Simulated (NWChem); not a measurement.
System: CoHSCl, quartet; SMILES [SH][Co][Cl]

NWChem input:

```
start job
memory heap 200 mb stack 900 mb global 1100 mb
geometry units angstroms noautosym nocenter noautoz
  Co    -0.014660    -0.043978    -0.000207
  Cl    -0.023829    -2.165142    -0.000457
  S     -0.063149     2.147771    -0.000151
  H     -1.417245     2.166776     0.010480
end
basis spherical
  Co library def2-svp
  Cl library def2-svp
  S library def2-svp
  H library def2-svp
end
dft
  odft
  mult 4
  xc xcamb88 1.00 lyp 0.81 vwn_5 0.19 hfexch 1.00
  cam 0.33 cam_alpha 0.19 cam_beta 0.46
  iterations 150
end
property
  efieldgrad
end
task dft property
```

NWChem printed, in part:

```
             Northwest Computational Chemistry Package (NWChem) 7.3.0
             --------------------------------------------------------

                             Geometry "geometry" -> ""
                             -------------------------

 Output coordinates in angstroms (scale by  1.889725989 to convert to a.u.)

  No.       Tag          Charge          X              Y              Z
 ---- ---------------- ---------- -------------- -------------- --------------
    1 Co                  27.0000    -0.01466000    -0.04397800    -0.00020700
    2 Cl                  17.0000    -0.02382900    -2.16514200    -0.00045700
    3 S                   16.0000    -0.06314900     2.14777100    -0.00015100
    4 H                    1.0000    -1.41724500     2.16677600     0.01048000

 Effective nuclear repulsion energy (a.u.)     265.8427320343

                              NWChem Property Module
                              ----------------------

  itol2e modified to match energy
  convergence criterion.

                                 NWChem DFT Module
                                 -----------------

 Summary of "ao basis" -> "ao basis" (spherical)
 ------------------------------------------------------------------------------
       Tag                 Description            Shells   Functions and Types
 ---------------- ------------------------------  ------  ---------------------
 Co                         def2-svp                11       31   5s3p2d1f
 Cl                         def2-svp                 8       18   4s3p1d
 S                          def2-svp                 8       18   4s3p1d
 H                          def2-svp                 3        5   2s1p

  itol2e modified to match energy
  convergence criterion.

            General Information
            -------------------
          SCF calculation type: DFT
          Wavefunction type:  spin polarized.
          No. of atoms     :     4
          No. of electrons :    61
           Alpha electrons :    32
            Beta electrons :    29
          Charge           :     0
          Spin multiplicity:     4
          Use of symmetry is: off; symmetry adaption is: off
          Maximum number of iterations: 150
          AO basis - number of functions:    72
                     number of shells:    30
          Convergence on energy requested:  1.00D-07
          Convergence on density requested:  1.00D-05
          Convergence on gradient requested:  5.00D-04

[...]

          -----------------------
          Electric field gradient
          -----------------------

 1 a.u. = 0.324123 10**(16) esu/cm**3  ( or statvolts/cm**2 ) = 0.97174 10**(22) v/m**2

 ------------------------------------------------------------
   Atom      X         Y         Z
 ------------------------------------------------------------
    1 Co  -0.02770  -0.08311  -0.00039
 ------------------------------------------------------------

 Electric field gradient in molecular frame (a.u.)
         XX             YY             ZZ             XY             XZ             YZ
 ------------------------------------------------------------------------------------------
       -0.873566       1.205726      -0.332159      -0.212610       0.082524       0.003138

 Principal components (a.u.) and orientation
 of principal axis w.r.t. absolute frame                      Asymmetry parameter eta
 --------------------------------------------------------------------------------------
        1.227260      -0.906903      -0.320357                       0.477931

       -0.100818       0.984877       0.140899
        0.994899       0.099327       0.017595
       -0.003333      -0.141955       0.989868

 ------------------------------------------------------------
   Atom      X         Y         Z
 ------------------------------------------------------------
    2 Cl  -0.04503  -4.09153  -0.00086
 ------------------------------------------------------------

 Electric field gradient in molecular frame (a.u.)
         XX             YY             ZZ             XY             XZ             YZ
 ------------------------------------------------------------------------------------------
        0.488081      -0.940659       0.452578       0.057527       0.002572      -0.002561

 Principal components (a.u.) and orientation
 of principal axis w.r.t. absolute frame                      Asymmetry parameter eta
 --------------------------------------------------------------------------------------
       -0.942976       0.490554       0.452423                       0.040437

       -0.040170       0.997095      -0.064716
        0.999191       0.039962      -0.004507
        0.001908       0.064845       0.997894

 ------------------------------------------------------------
   Atom      X         Y         Z
 ------------------------------------------------------------
    3 S   -0.11933   4.05870  -0.00029
 ------------------------------------------------------------

 Electric field gradient in molecular frame (a.u.)
         XX             YY             ZZ             XY             XZ             YZ
 ------------------------------------------------------------------------------------------
       -1.664051       0.416363       1.247688       0.310529       0.026281      -0.002818

 Principal components (a.u.) and orientation
 of principal axis w.r.t. absolute frame                      Asymmetry parameter eta
 --------------------------------------------------------------------------------------
       -1.709648       1.247925       0.461723                       0.459862

        0.989460       0.009023       0.144528
       -0.144534      -0.000020       0.989500
       -0.008931       0.999959      -0.001284

 ------------------------------------------------------------
   Atom      X         Y         Z
 ------------------------------------------------------------
    4 H   -2.67820   4.09461   0.01980
 ------------------------------------------------------------

[...]
```

Level: CAM-B3LYP/def2-SVP, spin-unrestricted. Geometry: optimised at PBE0/def2-SVP, spin-unrestricted. This spin state was assumed; another may lie lower. No stability test was run on the SCF state. NWChem prints the field gradient with the sign opposite to the second derivative of the potential.
